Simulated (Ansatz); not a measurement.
A nudged elastic band was laid between two geometries of GeH4O4 + H3P (13 atoms, charge 0, multiplicity 1).

Computed with RKS PBE/def2-SVP in Ansatz.

```
movable images  : 9
climbing image  : yes
spring          : 5.0 eV/Å²
optimiser       : quadratic models (default)
start path      : through a guess of the saddle point
force threshold : 0.05 eV/Å
iteration limit : 60
end points      : relaxed
```

Image 0:

```xyz
13
Properties=species:S:1:pos:R:3
Ge -0.237 -0.413 -0.039
O -0.306 -0.434 1.738
H -0.069 0.452 2.079
O 1.388 -0.382 -0.777
H 1.742 -1.291 -0.833
O -1.023 1.098 -0.570
H -0.698 1.337 -1.460
O -1.001 -1.929 -0.574
H -1.692 -2.190 0.065
P 1.858 2.823 1.519
H 2.356 1.650 0.846
H 0.574 2.710 0.870
H 1.427 2.064 2.669
```

Image 10:

```xyz
13
Properties=species:S:1:pos:R:3
Ge 0.777 0.469 0.018
O -1.644 -0.564 2.062
H -1.673 0.128 1.348
O 1.080 0.070 -1.709
H 1.138 -0.904 -1.777
O -0.924 1.159 0.058
H -1.312 1.047 -0.833
O 0.771 -1.050 0.936
H -0.088 -1.074 1.459
P 2.164 2.119 0.891
H 3.334 1.336 0.582
H 2.207 2.802 -0.378
H -1.512 -0.040 2.874
```

(1) Which bonds break or form, and what moves?

(2) What energy profile does the band end with?

(3) What is the geometry of the highest image?

The band took 39 iterations and about 40 core-minutes.

Results:

(1) Bonds broken: Ge1–O2, P10–H13. Bonds formed: Ge1–P10, O2–H13. GeH4O4 + H3P becomes GeH5O3P + H2O.

(2) The forces met the threshold. The highest image is number 4 of 0 to 10, 31.2 kcal/mol above the first end and 39.6 kcal/mol above the last; the last end lies 8.4 kcal/mol below the first. Neighbouring images differ by up to 1.3 eV, so the band resolves the path poorly. A vibrational analysis at the climbing image gives one clearly imaginary mode, 1022i cm⁻¹: a first-order saddle point. The orbitals stay closed-shell, which can raise the energy where a bond breaks towards radicals; this wasn't checked here.

```tsv
image	path coordinate (Å)	energy (kcal/mol)	Ge1–O2 (Å)	P10–H13 (Å)	Ge1–P10 (Å)
0	0.00	0.0	1.78	1.44	4.16
1	1.85	0.3	1.78	1.44	4.40
2	3.70	0.5	1.79	1.44	4.53
3	5.55	1.7	1.79	1.44	4.14
4	7.40	31.2	1.98	1.69	2.94
5	8.20	7.8	2.31	2.07	2.48
6	8.99	-2.7	2.69	2.48	2.36
7	9.79	-6.3	2.96	2.90	2.34
8	10.59	-7.6	3.12	3.47	2.33
9	11.39	-8.2	3.24	4.11	2.33
10	12.19	-8.4	3.33	4.70	2.33
```

(3) 
```xyz
13
Properties=species:S:1:pos:R:3
Ge -0.015 0.116 0.068
O -0.680 0.363 1.920
H -1.491 0.915 1.850
O 0.968 0.449 -1.409
H 1.766 -0.116 -1.401
O -1.555 0.835 -0.504
H -1.479 0.982 -1.468
O 0.202 -1.650 0.245
H -0.192 -1.908 1.102
P 1.929 1.679 1.624
H 2.631 0.495 1.208
H 1.845 2.250 0.312
H 0.390 1.086 1.985
```

Time of the run: 11 min on 4 threads of Arm Neoverse V1, on a shared host, peak memory 0.23 GiB.
